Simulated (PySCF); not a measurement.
A structure optimised at PBE-D3(BJ)/def2-SVP, used in a PySCF frequency run:

```xyz
14

C      0.1876     3.3466     0.0000
C     -0.5238     2.0284     0.0000
C      0.1051     0.8385     0.0000
O     -0.5858    -0.3436     0.0000
B      0.0364    -1.5768     0.0000
N     -0.7436    -2.7483     0.0000
F      1.3870    -1.6575     0.0000
H      1.2890     3.2187     0.0000
H     -0.0802     3.9583     0.8892
H     -0.0802     3.9583    -0.8892
H     -1.6275     2.0246     0.0000
H      1.2064     0.7486     0.0000
H     -1.7610    -2.7218     0.0000
H     -0.3334    -3.6791     0.0000
```
Charge 0, spin multiplicity 1.

Question: Write its SMILES, formula and point group.

Answer: C/C=C/OB(N)F, C₃H₇BFNO, Cs

Question: What are its rotational constants (standard atomic weights)?

Answer: 7.8946, 1.1287, 0.99370 GHz
